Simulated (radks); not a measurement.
All-electron atom: Tb in [Xe] 4f9 6s2.

All-electron calculation, Dirac Kohn-Sham, BLYP, spin-unpolarised, spherical densities, point nucleus; open shells fill j = l - 1/2 first. Program: a radial shooting solver on a logarithmic mesh with Libxc functionals.

Energy parts (eV):
| part | energy |
|---|---|
| total | -318911.16 |
| kinetic | 348855.14 |
| electron-nucleus | -785135.37 |
| Hartree | 124391.94 |
| exchange-correlation | -7022.87 |

Orbitals (lengths in bohr, moments of r in powers of bohr; <r^-3> diverges for s and p1/2):
orbital,occ.,eigenvalue (eV),<r^-3>
1s1/2,2,-51811.44,-
2s1/2,2,-8583.712,-
2p1/2,2,-8156.944,-
2p3/2,4,-7410.043,10450
3s1/2,2,-1903.107,-
3p1/2,2,-1717.627,-
3p3/2,4,-1563.465,2230
3d3/2,4,-1244.023,376.1
3d5/2,6,-1210.386,333.0
4s1/2,2,-376.4184,-
4p1/2,2,-303.7884,-
4p3/2,4,-269.4387,497.6
4d3/2,4,-149.8979,71.22
4d5/2,6,-143.6967,62.09
4f5/2,6,-3.0999,8.395
4f7/2,3,-2.3192,8.021
5s1/2,2,-47.1228,-
5p1/2,2,-27.6484,-
5p3/2,4,-23.2771,61.96
6s1/2,2,-3.5798,-

The highest occupied level is 4f7/2 at -2.319 eV. The density falls to 0.001 e/bohr^3 at r = 5.17 bohr. Summed over all electrons, <r^2> = 79.44 bohr^2, which gives a Langevin (diamagnetic) susceptibility term of -62.9 x 10^-6 cm^3/mol. For comparison, the ionisation energy in NIST's Atomic Spectra Database is 5.864 eV (measured). In exact Kohn-Sham theory the highest level is minus the ionisation energy, but local and semilocal functionals leave it too shallow, through self-interaction and a potential that decays too fast; potentials with the right tail come closer.

Beside tabulated values, note that spin-unpolarised runs miss the spin-polarisation part of the exchange energy of open shells.
